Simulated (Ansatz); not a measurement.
Basis-set extrapolation for C2H6AlFS (PBE0-D4/def2-TZVP geometry, frozen core, Ansatz). Multiplicity 1, RHF reference.

```json
{"": "HF", "def2-TZVPP": "-818.314991", "def2-QZVPP": "-818.342170"}
{"": "MP2 correlation", "def2-TZVPP": "-0.849728", "def2-QZVPP": "-0.918583"}
{"": "CCSD(T) correlation", "def2-TZVPP": "-0.932945", "def2-QZVPP": "not run"}
```

Energies in hartree. Use E(X) = E(∞) + A·exp(−7.88·√X) for Hartree–Fock and E(X) = E(∞) + B·X^(−2.97) for correlation, with X = 3 and 4, and add CCSD(T) minus MP2 of the smaller set to the MP2 limit.

Q: What is the CCSD(T) energy at the basis-set limit?

A: HF limit: -818.342170 + (-0.027179) × 0.13774 = -818.34591. MP2 limit: -0.918583 + (-0.068855) × 0.74074 = -0.96959. Higher-order term: -0.932945 − (-0.849728) = -0.08322. Total: -819.39872 hartree, 395.9 kJ/mol below CCSD(T)/def2-TZVPP.
